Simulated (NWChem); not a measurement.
The numbers come from NWChem runs, not from measurements. System: H₇Si₃, charge 1, spin multiplicity 1, at the geometry of a parent with another charge or spin, in a state set for the comparison that need not be this species' ground state. Level: RHF/def2-SVPD.

Job file:

```
start mol
memory heap 200 mb stack 900 mb global 1100 mb
charge 1
geometry units angstroms nocenter noautoz noautosym
  Si     1.932002     0.595320     0.065751
  Si     0.092939    -0.784230    -0.407289
  Si    -1.903934     0.184070     0.392683
  H      3.255340     0.028812    -0.338940
  H      1.793682     1.984878    -0.468546
  H     -0.039062    -1.041797    -1.877880
  H      0.312422    -2.100831     0.265690
  H     -3.071341    -0.694162     0.084377
  H     -2.121630     1.513399    -0.251336
  H     -1.823517     0.377471     1.870604
end
basis spherical
  * library def2-svpd
end
scf
  rhf
  nopen 0
  maxiter 100
  thresh 1e-7
  semidirect memsize 60000000 filesize 0
end
task scf energy
```

Part of the output:

```
             Northwest Computational Chemistry Package (NWChem) 7.3.0
             --------------------------------------------------------

                                NWChem Input Module
                                -------------------

 Scaling coordinates for geometry "geometry" by  1.889725989
 (inverse scale =  0.529177249)

                             Geometry "geometry" -> ""
                             -------------------------

 Output coordinates in angstroms (scale by  1.889725989 to convert to a.u.)

  No.       Tag          Charge          X              Y              Z
 ---- ---------------- ---------- -------------- -------------- --------------
    1 Si                  14.0000     1.93200200     0.59532000     0.06575100
    2 Si                  14.0000     0.09293900    -0.78423000    -0.40728900
    3 Si                  14.0000    -1.90393400     0.18407000     0.39268300
    4 H                    1.0000     3.25534000     0.02881200    -0.33894000
    5 H                    1.0000     1.79368200     1.98487800    -0.46854600
    6 H                    1.0000    -0.03906200    -1.04179700    -1.87788000
    7 H                    1.0000     0.31242200    -2.10083100     0.26569000
    8 H                    1.0000    -3.07134100    -0.69416200     0.08437700
    9 H                    1.0000    -2.12163000     1.51339900    -0.25133600
   10 H                    1.0000    -1.82351700     0.37747100     1.87060400

 Effective nuclear repulsion energy (a.u.)     181.6848156125

            Nuclear Dipole moment (a.u.)
            ----------------------------
        X                 Y               Z
 ---------------- ---------------- ----------------
    -0.0000151178     0.0000188973    -0.0000018897


 Summary of "ao basis" -> "" (spherical)
 ------------------------------------------------------------------------------
       Tag                 Description            Shells   Functions and Types
 ---------------- ------------------------------  ------  ---------------------
 *                         def2-svpd                  on all atoms

 Summary of "ao basis" -> "ao basis" (spherical)
 ------------------------------------------------------------------------------
       Tag                 Description            Shells   Functions and Types
 ---------------- ------------------------------  ------  ---------------------
 Si                        def2-svpd                10       24   5s3p2d
 H                         def2-svpd                 4        8   2s2p

                                 NWChem SCF Module
                                 -----------------

  ao basis        = "ao basis"
  functions       =   128
  atoms           =    10
  closed shells   =    24
  open shells     =     0
  charge          =   1.00
  wavefunction    = RHF
  use symmetry    = F
  symmetry adapt  = F

 Summary of "ao basis" -> "ao basis" (spherical)
 ------------------------------------------------------------------------------
       Tag                 Description            Shells   Functions and Types
 ---------------- ------------------------------  ------  ---------------------
 Si                        def2-svpd                10       24   5s3p2d
 H                         def2-svpd                 4        8   2s2p

 Forming initial guess at       0.0s

      Superposition of Atomic Density Guess
      -------------------------------------

 Sum of atomic energies:        -869.71157234

 Renormalizing density from      49.00 to     48

      Non-variational initial energy
      ------------------------------

 Total energy =    -859.328020
 1-e energy   =   -1534.866924
 2-e energy   =     493.854088
 HOMO         =      -0.571765
 LUMO         =      -0.375613

 Starting SCF solution at       1.9s

 ----------------------------------------------
         Quadratically convergent ROHF

 Convergence threshold     :          1.000E-07
 Maximum no. of iterations :          100
 Final Fock-matrix accuracy:          1.000E-09
 ----------------------------------------------

              iter       energy          gnorm     gmax       time
             ----- ------------------- --------- --------- --------
                 1     -870.1819923001  9.87D-01  1.73D-01      2.2
                 2     -870.2629104452  2.34D-01  4.81D-02      2.4
                 3     -870.2708662350  1.22D-02  5.27D-03      3.2
                 4     -870.2709329352  1.52D-04  2.76D-05      4.7
                 5     -870.2709329384  7.91D-09  2.02D-09      6.9

       Final RHF  results
       ------------------

         Total SCF energy =   -870.270932938358
      One-electron energy =  -1559.003382179638
      Two-electron energy =    507.047633628795
 Nuclear repulsion energy =    181.684815612485

        Time for solution =      5.0s

             Final eigenvalues
             -----------------

              1
    1  -69.0571
    2  -68.9470
    3  -68.9046
    4   -6.4234
    5   -6.3179
    6   -6.2738
    7   -4.5334
    8   -4.5300
    9   -4.5298
   10   -4.4285
   11   -4.4271
   12   -4.4270
   13   -4.3843
   14   -4.3838
   15   -4.3837
   16   -0.9624
   17   -0.8870
   18   -0.8206
   19   -0.7247
   20   -0.6673
   21   -0.6467
   22   -0.6171
   23   -0.6128
   24   -0.5640
   25   -0.2494
   26   -0.0805
   27   -0.0718
   28   -0.0654
   29   -0.0445
   30   -0.0378
   31   -0.0365
   32   -0.0173
   33    0.0029
   34    0.0073

                       ROHF Final Molecular Orbital Analysis
                       -------------------------------------

 Vector   22  Occ=2.000000D+00  E=-6.171005D-01
              MO Center= -1.7D+00,  3.7D-01,  7.3D-01, r^2= 3.1D+00
   Bfn.  Coefficient  Atom+Function         Bfn.  Coefficient  Atom+Function
  ----- ------------  ---------------      ----- ------------  ---------------
   121      0.344000  10 H  s                62      0.285304   3 Si pz
    59      0.253620   3 Si pz              113     -0.240117   9 H  s

 Vector   23  Occ=2.000000D+00  E=-6.127846D-01
              MO Center= -1.7D+00,  2.4D-02,  9.7D-02, r^2= 4.4D+00
   Bfn.  Coefficient  Atom+Function         Bfn.  Coefficient  Atom+Function
  ----- ------------  ---------------      ----- ------------  ---------------
   105      0.312965   8 H  s                61     -0.273142   3 Si py
   113     -0.243004   9 H  s                58     -0.227659   3 Si py

 Vector   24  Occ=2.000000D+00  E=-5.640393D-01
              MO Center= -7.1D-01, -2.4D-01, -1.0D-02, r^2= 3.5D+00
   Bfn.  Coefficient  Atom+Function         Bfn.  Coefficient  Atom+Function
  ----- ------------  ---------------      ----- ------------  ---------------
    36      0.310131   2 Si px               33      0.250029   2 Si px
    57     -0.224078   3 Si px               60     -0.218893   3 Si px
    37     -0.180702   2 Si py

 Vector   25  Occ=0.000000D+00  E=-2.494461D-01
              MO Center=  1.8D+00,  5.4D-01,  3.6D-01, r^2= 3.0D+00
   Bfn.  Coefficient  Atom+Function         Bfn.  Coefficient  Atom+Function
  ----- ------------  ---------------      ----- ------------  ---------------
    14      0.601736   1 Si pz               11      0.332398   1 Si pz
     8     -0.186136   1 Si pz                3      0.180067   1 Si s

 Vector   26  Occ=0.000000D+00  E=-8.046620D-02
              MO Center=  9.3D-01,  5.1D-01,  2.0D-01, r^2= 7.6D+00
   Bfn.  Coefficient  Atom+Function         Bfn.  Coefficient  Atom+Function
  ----- ------------  ---------------      ----- ------------  ---------------
     4      2.048146   1 Si s                 5     -1.948485   1 Si s
    52      1.002224   3 Si s                53     -0.793854   3 Si s
    29      0.614527   2 Si s                74     -0.456885   4 H  s
    28     -0.384752   2 Si s                37     -0.296154   2 Si py
    12      0.262164   1 Si px              106     -0.224932   8 H  s

 Vector   27  Occ=0.000000D+00  E=-7.183014D-02
              MO Center=  1.9D+00,  2.3D-01,  1.9D-01, r^2= 8.1D+00
   Bfn.  Coefficient  Atom+Function         Bfn.  Coefficient  Atom+Function
  ----- ------------  ---------------      ----- ------------  ---------------
     4      2.999151   1 Si s                 5     -2.843714   1 Si s
    52     -0.479085   3 Si s                53      0.464642   3 Si s
    82     -0.464612   5 H  s                13      0.313270   1 Si py
    28      0.266507   2 Si s                36     -0.225970   2 Si px
    48     -0.188139   2 Si d  2             74     -0.176342   4 H  s

 center of mass
 --------------
 x =   0.03485212 y =  -0.00139380 z =   0.01473070

 moments of inertia (a.u.)
 ------------------
         204.086686834844         -77.193834441998          83.555198343150
         -77.193834441998         907.410684112357         -45.656590816650
          83.555198343150         -45.656590816650         992.723919300809

  Mulliken analysis of the total density
  --------------------------------------

    Atom       Charge   Shell Charges
 -----------   ------   -------------------------------------------------------
    1 Si  14    13.46   2.00  1.99  1.14  0.11  0.03  5.94  1.05  1.07  0.12  0.01
    2 Si  14    14.04   2.00  1.99  1.00  0.06  0.01  5.94  1.22  1.65  0.16  0.02
    3 Si  14    13.86   2.00  1.99  0.96  0.14  0.02  5.94  1.21  1.39  0.18  0.03
    4 H    1     0.94   0.70  0.24  0.01 -0.01
    5 H    1     0.93   0.70  0.23  0.01 -0.02
    6 H    1     0.91   0.70  0.20  0.01 -0.01
    7 H    1     0.92   0.72  0.21  0.01 -0.02
    8 H    1     0.98   0.72  0.26  0.01 -0.01
    9 H    1     0.98   0.73  0.27  0.01 -0.03
   10 H    1     0.98   0.73  0.27  0.01 -0.02

       Multipole analysis of the density wrt the origin
       ------------------------------------------------

     L   x y z        total         open         nuclear
     -   - - -        -----         ----         -------
     0   0 0 0      1.000000      0.000000     49.000000

     1   1 0 0      2.337759      0.000000     -0.000015
     1   0 1 0      0.611736      0.000000      0.000019
     1   0 0 1      0.232955      0.000000     -0.000002

     2   2 0 0    -16.886494      0.000000    479.596106
     2   1 1 0      3.954096      0.000000     40.876641
     2   1 0 1      1.657039      0.000000    -50.505262
     2   0 2 0    -28.471990      0.000000     94.277474
     2   0 1 1      1.330601      0.000000     24.130523
     2   0 0 2    -27.917255      0.000000     43.004875

 Task  times  cpu:        7.0s     wall:        7.0s

 Total times  cpu:        7.0s     wall:        7.0s
```
